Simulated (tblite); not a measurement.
Species: C2H10OPSi3 (doublet state).
Atom-mapped SMILES: `[CH2:1]=[CH:2][Si@:3]([SiH3:4])([PH2:5])[SiH:6][OH:7]` (hydrogens: H8, H9 on C1; H10 on C2; H11, H12, H13 on Si4; H14, H15 on P5; H16 on Si6; H17 on O7)

Computed geometry: GFN2-xTB, gas phase. This method treats the open shell by occupation alone, without spin polarisation.

**Question.** What internal coordinates does the optimisation give?

**Answer.** 
```tsv
bond	length (Å)
C1=C2	1.322
C2–Si3	1.904
Si3–Si4	2.370
Si3–P5	2.292
Si3–Si6	2.317
Si6–O7	1.636
C1–H8	1.080
C1–H9	1.080
C2–H10	1.084
Si4–H11, Si4–H12, Si4–H13	1.468
P5–H14, P5–H15	1.377
Si6–H16	1.467
O7–H17	0.954
```

Bonds in one row agree within 0.01 Å and their mean is given. A selection of angles:
```tsv
angle	degrees
C2–C1–H8	121.3
C2–C1–H9	123.4
H8–C1–H9	115.3
C1–C2–Si3	125.1
C1–C2–H10	118.3
Si3–C2–H10	116.5
C2–Si3–Si4	106.0
C2–Si3–P5	109.5
C2–Si3–Si6	104.2
Si4–Si3–P5	105.6
Si4–Si3–Si6	130.7
P5–Si3–Si6	99.7
Si3–Si4–H11	107.4
Si3–Si4–H12	115.4
Si3–Si4–H13	112.3
H11–Si4–H12	106.8
Si3–P5–H14	94.6
H14–P5–H15	92.3
Si3–Si6–O7	110.8
Si3–Si6–H16	121.8
O7–Si6–H16	96.5
Si6–O7–H17	122.3
```

Dihedral angles: C1–C2–Si3–Si4 96° (anticlinal); C2–Si3–Si6–O7 161° (antiperiplanar); H17–O7–Si6–Si3 -49° (synclinal).

Si6 (silicon bonded to O, Si and H) is pyramidal (angles 121.8°, 110.8° and 96.5°, sum 329.1°, 0.57 Å off the plane of its three neighbours). The Si–Si distances run from 2.317 Å (Si3–Si6, drawn single) to 2.370 Å (Si3–Si4, drawn single), a spread of 0.053 Å. Si4 (silicon bonded to Si and 3 H) is distorted tetrahedral (angles from 106.8° to 115.4°). Of the pairs four or more bonds apart, H8···H14 is among the closest relative to their van der Waals radii: 2.45 Å, 102 % of the sum of Bondi's values. P5 (phosphorus bonded to Si and 2 H) is pyramidal (angles 95.0°, 94.6° and 92.3°, sum 281.8°, 0.84 Å off the plane of its three neighbours). Si3 (silicon bonded to C, P and 2 Si) has angles from 99.7° to 130.7°. C1 (carbon bonded to C and 2 H) is planar (angles 123.4°, 121.3° and 115.3°, sum 360.0°, 0.00 Å off the plane of its three neighbours).

Point group: C1 (no symmetry element, even within 0.4 Å). Its GFN2-xTB frequencies are all real (lowest 30 cm⁻¹). Torsions: C1–C2–Si3–Si4 96°, C2–Si3–P5–H -32° and 60°, C2–Si3–Si6–O7 161°, Si3–Si6–O7–H -49°. 3 starts were optimised and ended at 0.00, 0.43 and 0.55 kcal/mol (GFN2-xTB); the lowest of these is shown.

On one thread, Arm Neoverse V2 (aarch64), shared host with 96 logical CPUs at a one-minute load of 86, this took 1.5 s. That covers the optimisation of the geometry.

One conformer stands for the species.
